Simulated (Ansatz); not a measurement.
Consider the hydrogenolysis of a B–C bond: `C[B]([AlH2])[GeH3]` + H₂ → `[AlH2][BH][GeH3]` + CH₄.

Isolated molecules relaxed with PBE0-D4/def2-TZVP in Ansatz; ΔE leaves out vibrations. CCSD(T)/CBS adds triple-zeta CCSD(T) − MP2 to the extrapolated MP2 energy (def2 sets, frozen cores). This one scheme is used for every species. DFT in def2-TZVPP. B3LYP here is the variant with VWN-RPA as its local correlation; programs differ in this. For Ge outer-core shells are correlated without core-valence functions, which leaves a few kJ/mol of doubt a bond. Scalar relativity is left out up to krypton.

```tsv
level	ΔE (kcal/mol)	difference from CCSD(T)/CBS
B3LYP-D4	-6.1	-0.2
r2SCAN	-5.4	0.5
PBE0	-6.5	-0.6
B3LYP	-8.4	-2.5
HF/def2-TZVPP	-13.2	-7.3
MP2/def2-TZVPP	-5.2	0.7
SCS-MP2/def2-TZVPP	-6.9	-1.0
CCSD/def2-TZVPP	-7.9	-2.0
SCS-MP2/def2-QZVPP	-6.6	-0.7
CCSD/CBS(def2)	-7.2	-1.3
CCSD(T)/CBS	-5.9	0
```

Largest T1 diagnostic among the species: 0.013.

From PBE to PBE0 (25 % exact exchange), in def2-TZVPP and without D4, ΔE moves by −1.1 kcal/mol. In def2-TZVPP, CCSD(T) changes the Hartree–Fock value by +6.6 kcal/mol (the triples alone add +1.3 kcal/mol) and MP2 by +8.0 kcal/mol. The D4 term adds +2.3 kcal/mol with B3LYP and +1.3 kcal/mol with PBE0; it sums over pairs of atoms, weighted by their polarisabilities, and B3LYP, whose exchange is more repulsive, gets the larger term.
